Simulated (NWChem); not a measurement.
System: C$_{6}$H$_{4}$F$_{2}$; SMILES c1(cc(F)ccc1)F

NWChem input:

```
start job
memory heap 200 mb stack 900 mb global 1100 mb
geometry units angstroms
  F      2.338454     0.000000    -0.979861
  C      1.189559     0.000000    -0.310234
  C      1.213598     0.000000     1.080086
  C      0.000000     0.000000     1.765449
  C     -1.213598     0.000000     1.080086
  C     -1.189559     0.000000    -0.310234
  F     -2.338454     0.000000    -0.979861
  C      0.000000     0.000000    -1.029186
  H      2.172112     0.000000     1.600740
  H      0.000000     0.000000     2.857712
  H     -2.172112     0.000000     1.600740
  H      0.000000     0.000000    -2.119450
end
basis spherical
  * library 3-21g
end
dft
  xc hfexch
  iterations 150
end
driver
  maxiter 120
end
task dft optimize
task dft freq
```

NWChem printed, in part:

```
             Northwest Computational Chemistry Package (NWChem) 7.3.0
             --------------------------------------------------------

 C2V symmetry detected

                             Geometry "geometry" -> ""
                             -------------------------

 Output coordinates in angstroms (scale by  1.889725989 to convert to a.u.)

  No.       Tag          Charge          X              Y              Z
 ---- ---------------- ---------- -------------- -------------- --------------
    1 F                    9.0000     2.33845400     0.00000000    -0.97913766
    2 C                    6.0000     1.18955900     0.00000000    -0.30951066
    3 C                    6.0000     1.21359800     0.00000000     1.08080934
    4 C                    6.0000     0.00000000     0.00000000     1.76617234
    5 C                    6.0000    -1.21359800     0.00000000     1.08080934
    6 C                    6.0000    -1.18955900     0.00000000    -0.30951066
    7 F                    9.0000    -2.33845400     0.00000000    -0.97913766
    8 C                    6.0000     0.00000000     0.00000000    -1.02846266
    9 H                    1.0000     2.17211200     0.00000000     1.60146334
   10 H                    1.0000     0.00000000     0.00000000     2.85843534
   11 H                    1.0000    -2.17211200     0.00000000     1.60146334
   12 H                    1.0000     0.00000000     0.00000000    -2.11872666

 Effective nuclear repulsion energy (a.u.)     343.0467443372

      Symmetry information
      --------------------

 Group name             C2v
 Group number             16
 Group order               4
 No. of unique centers     8

                                Z-matrix (autoz)
                                --------

 Units are Angstrom for bonds and degrees for angles

[...]

      ----------------------
      Optimization converged
      ----------------------

  Step       Energy      Delta E   Gmax     Grms     Xrms     Xmax
  ---- ---------------- -------- -------- -------- -------- --------
@    3    -426.06657444 -1.9D-06  0.00005  0.00002  0.00047  0.00103
                                     ok       ok       ok       ok

                                Z-matrix (autoz)
                                --------

 Units are Angstrom for bonds and degrees for angles

[...]

 Rotational Constants
 --------------------
 A=   0.126660 cm-1  (  0.182232 K)
 B=   0.058808 cm-1  (  0.084609 K)
 C=   0.040161 cm-1  (  0.057781 K)

 Temperature                      =   298.15K
 frequency scaling parameter      =   1.0000

 Zero-Point correction to Energy  =   57.817 kcal/mol  (  0.092137 au)
 Thermal correction to Energy     =   61.179 kcal/mol  (  0.097495 au)
 Thermal correction to Enthalpy   =   61.771 kcal/mol  (  0.098438 au)

 Total Entropy                    =   74.551 cal/mol-K
   - Translational                =   40.091 cal/mol-K (mol. weight = 114.0281)
   - Rotational                   =   26.691 cal/mol-K (symmetry #  =        2)
   - Vibrational                  =    7.769 cal/mol-K

 Cv (constant volume heat capacity) =   20.393 cal/mol-K
   - Translational                  =    2.979 cal/mol-K
   - Rotational                     =    2.979 cal/mol-K
   - Vibrational                    =   14.434 cal/mol-K

[normal modes left out]

 ----------------------------------------------------------------------------
 Normal Eigenvalue ||           Projected Infra Red Intensities
  Mode   [cm**-1]  || [atomic units] [(debye/angs)**2] [(KM/mol)] [arbitrary]
 ------ ---------- || -------------- ----------------- ---------- -----------
    1       -0.000 ||    0.000027           0.001         0.027       0.014
    2       -0.000 ||    0.000177           0.004         0.173       0.089
    3        0.000 ||    0.001069           0.025         1.042       0.538
    4        0.000 ||    0.000034           0.001         0.033       0.017
    5        0.000 ||    0.000111           0.003         0.108       0.056
    6        0.000 ||    0.000369           0.009         0.360       0.186
    7      270.960 ||    0.001689           0.039         1.646       0.850
    8      287.580 ||    0.000000           0.000         0.000       0.000
    9      339.923 ||    0.005538           0.128         5.398       2.786
   10      497.360 ||    0.000665           0.015         0.648       0.334
   11      539.590 ||    0.002529           0.058         2.466       1.272
   12      574.047 ||    0.005520           0.127         5.381       2.776
   13      589.681 ||    0.005808           0.134         5.662       2.922
   14      708.915 ||    0.000000           0.000         0.000       0.000
   15      803.760 ||    0.027768           0.641        27.069      13.968
   16      822.278 ||    0.004441           0.102         4.329       2.234
   17      944.620 ||    0.083270           1.921        81.176      41.887
   18     1053.240 ||    0.044360           1.023        43.245      22.314
   19     1088.839 ||    0.000000           0.000         0.000       0.000
   20     1092.673 ||    0.095590           2.205        93.186      48.084
   21     1117.924 ||    0.000019           0.000         0.019       0.010
   22     1187.731 ||    0.004572           0.105         4.457       2.300
   23     1188.987 ||    0.006480           0.150         6.317       3.260
   24     1265.732 ||    0.002101           0.048         2.048       1.057
   25     1285.202 ||    0.057275           1.321        55.835      28.811
   26     1350.214 ||    0.011289           0.260        11.005       5.679
   27     1453.096 ||    0.001698           0.039         1.655       0.854
   28     1464.662 ||    0.034095           0.787        33.237      17.150
   29     1623.969 ||    0.008081           0.186         7.877       4.065
   30     1670.090 ||    0.051772           1.194        50.470      26.043
   31     1785.643 ||    0.093867           2.166        91.506      47.217
   32     1808.357 ||    0.158682           3.661       154.691      79.820
   33     3383.651 ||    0.003953           0.091         3.853       1.988
   34     3412.347 ||    0.001135           0.026         1.107       0.571
   35     3417.931 ||    0.000109           0.003         0.106       0.055
   36     3433.846 ||    0.001583           0.037         1.543       0.796
 ----------------------------------------------------------------------------
```

Level: Hartree-Fock/3-21G.
